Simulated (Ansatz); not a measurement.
Cost and result up the ladder for Al7As7 (14 atoms). The state is a singlet with charge 0. Geometry: PBE-D4/def2-SVP.

Cartesian coordinates in Å:
```
Al -0.893 0.398 -2.445
Al 1.841 0.769 -1.261
Al 1.200 -1.826 -1.074
Al 1.775 -1.108 1.596
Al -0.996 -0.828 2.062
Al -2.382 1.075 -0.318
Al -0.188 1.691 1.636
As 1.134 -0.591 -3.233
As -3.221 0.301 -2.352
As 3.345 -0.855 -0.210
As 0.859 0.275 3.339
As -2.576 1.095 2.063
As 0.070 2.346 -0.698
As 0.032 -2.740 0.895
```

Ansatz; hardware A = 2 threads of AMD EPYC 7R13 on a shared host and a share (18 GiB) of an NVIDIA H100 80GB HBM3; B = 2 threads of AMD EPYC 7R13 on a shared host. Times are rough, and most runs start from the orbitals of an earlier one. PBE0-D4/def2-TZVP serves as the yardstick here, not as an exact answer. Differences are given only for rows in sets of like size (and for xTB, whose basis is part of the method), since another set adds its own error. Binding counts from free atoms at the same level (Al doublet, As quartet; other spins of the atoms weren't run), without zero-point energy or a counterpoise term.

LC-ωPBE has ω = 0.4 bohr⁻¹. Correlated methods freeze 98 core orbitals; core or outer-core shells of As are correlated, in sets that lack core-valence functions. The rows differ in basis, and correlated rows in double-zeta sets carry the largest basis error. Single mean-field runs in def2-TZVP are fitted with def2-universal-jkfit.

Correlated methods converge slowly with the basis, most of all in double-zeta sets.

| level | functions | wall time | binding energy per atom (eV) | difference from PBE0-D4/def2-TZVP (eV) |
| --- | --- | --- | --- | --- |
| HF/STO-3G [B] | 189 | 18 s | 3.28 | – |
| MP2/def2-SVP [A] | 350 | 18 s | 2.77 | – |
| PBE0-D4/def2-TZVP (with forces) [A] | 595 | 23 s | 3.10 | 0.00 |
| PBE0-D4/def2-SVP [A] | 350 | 25 s | 3.09 | – |
| LC-ωPBE/def2-TZVP [A] | 595 | 25 s | 2.90 | -0.20 |
| B2PLYP/def2-TZVP [A] | 595 | 25 s | 2.88 | -0.23 |
| PBE-D4/def2-TZVP [A] | 595 | 26 s | 3.19 | 0.09 |
| r2SCAN-D4/def2-TZVP (with forces) [A] | 595 | 26 s | 3.14 | 0.03 |
| RPA@PBE/def2-SVP [A] | 350 | 28 s | 2.50 | – |
| B97M-V/def2-TZVP [A] | 595 | 29 s | 3.09 | -0.01 |
| PBE-D4/def2-SVP [A] | 350 | 44 s | 3.19 | – |
